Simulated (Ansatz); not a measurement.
One change: `N=C[SiH2][SeH]` becomes `N=C[SiH3]`.

Ansatz, PBE0-D4/def2-TZVP geometries, multiplicity 1. Each molecule was computed in one conformer, which needn't be the lowest.

Scalar relativity is left out up to krypton. Spin–orbit coupling is left out; it splits and shifts lone-pair levels of the heavy atoms by tenths of an eV.

```json
{"property": "size of the dipole moment (ωB97M-V/def2-TZVPP) / D", "`N=C[SiH2][SeH]`": "1.59"}
{"property": "HOMO energy (ωB97M-V/def2-TZVPP) / eV", "`N=C[SiH2][SeH]`": "-9.26"}
{"property": "HOMO–LUMO gap (B3LYP/def2-TZVPP) / eV", "`N=C[SiH2][SeH]`": "5.38"}
{"property": "HOMO–LUMO gap (ωB97M-V/def2-TZVPP) / eV", "`N=C[SiH2][SeH]`": "10.11"}
{"property": "LUMO energy (PBE0/def2-TZVPP) / eV", "`N=C[SiH2][SeH]`": "-1.28"}
{"property": "LUMO energy (PBE/def2-TZVPP) / eV", "`N=C[SiH2][SeH]`": "-2.31"}
```

What does the change do to each property? (Best estimate.)

Computed: 
| property | `N=C[SiH3]` | shift |
| --- | --- | --- |
| size of the dipole moment (ωB97M-V/def2-TZVPP) / D | 1.78 | 0.19 |
| HOMO energy (ωB97M-V/def2-TZVPP) / eV | -9.80 | -0.54 |
| HOMO–LUMO gap (B3LYP/def2-TZVPP) / eV | 6.04 | 0.66 |
| HOMO–LUMO gap (ωB97M-V/def2-TZVPP) / eV | 11.09 | 0.98 |
| LUMO energy (PBE0/def2-TZVPP) / eV | -0.96 | 0.32 |
| LUMO energy (PBE/def2-TZVPP) / eV | -2.07 | 0.24 |

With PBE0 the HOMO falls by 0.36 eV and the LUMO rises by 0.32 eV, so the gap widens by about 0.68 eV. PBE moves the HOMO by -0.10 eV and ωB97M-V by -0.54 eV. Dipoles are sizes alone; their direction can turn.

B3LYP here is the variant with VWN-RPA as its local correlation; programs differ in this.
